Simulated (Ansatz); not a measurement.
`N=[C](S)[GeH3]` and `N=C(S)[SiH2]O` differ in one atom or group.

Ansatz, PBE0-D4/def2-TZVP geometries, multiplicity 1. Each molecule was computed in one conformer, which needn't be the lowest.

Scalar relativity is left out up to krypton.

```csv
property,`N=[C](S)[GeH3]`
size of the dipole moment (B3LYP/def2-TZVPP) / D,1.56
HOMO energy (PBE/def2-TZVPP) / eV,-6.18
HOMO energy (ωB97M-V/def2-TZVPP) / eV,-9.66
LUMO energy (PBE/def2-TZVPP) / eV,-1.74
HOMO energy (B3LYP/def2-TZVPP) / eV,-7.27
HOMO–LUMO gap (PBE0/def2-TZVPP) / eV,6.78
```

Task: Give the same properties after the change, and the shifts. (Best estimate.)

Result: Computed: 
```json
{"property": "size of the dipole moment (B3LYP/def2-TZVPP) / D", "`N=C(S)[SiH2]O`": "1.99", "shift": "0.43"}
{"property": "HOMO energy (PBE/def2-TZVPP) / eV", "`N=C(S)[SiH2]O`": "-6.54", "shift": "-0.36"}
{"property": "HOMO energy (ωB97M-V/def2-TZVPP) / eV", "`N=C(S)[SiH2]O`": "-9.87", "shift": "-0.21"}
{"property": "LUMO energy (PBE/def2-TZVPP) / eV", "`N=C(S)[SiH2]O`": "-2.04", "shift": "-0.30"}
{"property": "HOMO energy (B3LYP/def2-TZVPP) / eV", "`N=C(S)[SiH2]O`": "-7.48", "shift": "-0.21"}
{"property": "HOMO–LUMO gap (PBE0/def2-TZVPP) / eV", "`N=C(S)[SiH2]O`": "6.67", "shift": "-0.11"}
```

With PBE0 the HOMO falls by 0.21 eV and the LUMO falls by 0.31 eV, so the gap narrows by about 0.10 eV. PBE moves the HOMO by -0.36 eV and ωB97M-V by -0.21 eV. Dipoles are sizes alone; their direction can turn.

B3LYP here is the variant with VWN-RPA as its local correlation; programs differ in this.
